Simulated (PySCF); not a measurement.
H3SbTe2. Atoms are numbered in the order given.

```xyz
6

Sb     0.0229    -1.1428     0.0000
H     -1.6928    -1.1736     0.0000
Te    -0.0255     0.5665    -2.1920
H      1.5900     0.2684    -2.4690
Te    -0.0255     0.5665     2.1920
H      1.5900     0.2684     2.4690
```
Charge 0, spin multiplicity 1.

The structure is a stationary point at PBE0-D3(BJ)/def2-SVP. The structure was generated by enumeration; whether it is a known compound was not checked. The def2 effective core potentials stand for the cores of Sb, Te; spin–orbit coupling is left out.

Method: PySCF with PBE/def2-TZVP.

Symmetry labels are those of the subgroup Cs that the program uses (full group Cs).

Computed valence orbital energies around the gap with their symmetry:
| orbital | symmetry | energy (eV) |
|---|---|---|
| HOMO−7 | A' | -13.56 |
| HOMO−6 | A' | -9.04 |
| HOMO−5 | A" | -8.89 |
| HOMO−4 | A' | -8.23 |
| HOMO−3 | A" | -7.56 |
| HOMO−2 | A' | -6.67 |
| HOMO−1 | A' | -5.55 |
| HOMO | A" | -5.31 |
| LUMO | A' | -2.62 |
| LUMO+1 | A" | -2.14 |
| LUMO+2 | A' | -1.41 |
| LUMO+3 | A" | -1.01 |
